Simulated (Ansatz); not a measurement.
Molecule: CAuClO (charge 0, triplet). The spin state was set by rule; other spins were not relaxed. SMILES of the parent species: [O+]#[C-]->[Au][Cl]
Coordinates optimised at B3LYP-D3(BJ)/def2-TZVP (Ansatz, a program for electronic structure):
```
C
O 1 1.1420
Au 1 2.0447 2 144.24
Cl 3 2.3769 1 109.95 2 -180.00
```
Charge 0, spin multiplicity 3.

Wanted: atomisation energy (electronic, to ground-state atoms), in kcal/mol. Correlated levels leave the core frozen unless marked. Open shells are spin-unrestricted. Spin-orbit coupling is left out. The frozen core is the preceding noble-gas configuration, with the filled d and f shells of earlier blocks. In def2 rows, elements after Kr have scalar-relativistic effective core potentials. The coupled-cluster limit lacks core correlation, which all-electron functionals hold. Basis-set limits of correlation are two-point, X^-3; Hartree-Fock from the larger set. [CCSD(T)-MP2]/basis is that difference in the basis named.

```json
[
 {"level": "revPBE-D3(BJ)/def2-TZVPD", "program": "Ansatz + dftd3", "atomisation energy (kcal/mol)": "301.3"},
 {"level": "revPBE-D4/def2-TZVPD", "program": "Ansatz + dftd4", "atomisation energy (kcal/mol)": "302.3"},
 {"level": "B3LYP-D3(BJ)/def2-TZVPD", "program": "Ansatz + dftd3", "atomisation energy (kcal/mol)": "287.1"},
 {"level": "B3LYP/def2-TZVPD", "program": "Ansatz", "atomisation energy (kcal/mol)": "282.7"},
 {"level": "PBE0/def2-SVP", "program": "Ansatz", "atomisation energy (kcal/mol)": "288.7"},
 {"level": "PBE0-D4/def2-TZVP", "program": "Ansatz + dftd4", "atomisation energy (kcal/mol)": "290.7"},
 {"level": "PBE0/def2-TZVP", "program": "Ansatz", "atomisation energy (kcal/mol)": "288.7"},
 {"level": "BHLYP-D3(BJ)/def2-TZVPD", "program": "Ansatz + dftd3", "atomisation energy (kcal/mol)": "[?]"},
 {"level": "r2SCANh/def2-TZVPD", "program": "Ansatz", "atomisation energy (kcal/mol)": "[?]"},
 {"level": "HSE06/def2-TZVPD", "program": "Ansatz", "atomisation energy (kcal/mol)": "290.8"},
 {"level": "CAM-B3LYP-D3(BJ)/def2-TZVPD", "program": "Ansatz + dftd3", "atomisation energy (kcal/mol)": "284.8"},
 {"level": "CAM-B3LYP/def2-TZVPD", "program": "Ansatz", "atomisation energy (kcal/mol)": "282.6"},
 {"level": "wB97M-V/def2-TZVPD", "program": "Ansatz", "atomisation energy (kcal/mol)": "285.3"},
 {"level": "wB97X-V/def2-TZVPD", "program": "Ansatz", "atomisation energy (kcal/mol)": "[?]"},
 {"level": "B2GP-PLYP/def2-TZVPD", "program": "Ansatz", "atomisation energy (kcal/mol)": "280.9"},
 {"level": "PBE-QIDH/def2-TZVPD", "program": "Ansatz", "atomisation energy (kcal/mol)": "[?]"},
 {"level": "CCSD/def2-SVP", "program": "Ansatz", "atomisation energy (kcal/mol)": "247.8"},
 {"level": "RI-MP2/CBS(def2-TZVPP,def2-QZVPP)+[CCSD(T)-MP2]/def2-TZVPP", "program": "Ansatz", "atomisation energy (kcal/mol)": "282.8"}
]
```

### Question
Complete the blanks.

### Answer

- BHLYP-D3(BJ)/def2-TZVPD, atomisation energy (kcal/mol): 257.3
- r2SCANh/def2-TZVPD, atomisation energy (kcal/mol): 294.3
- wB97X-V/def2-TZVPD, atomisation energy (kcal/mol): 284.2
- PBE-QIDH/def2-TZVPD, atomisation energy (kcal/mol): 282.0
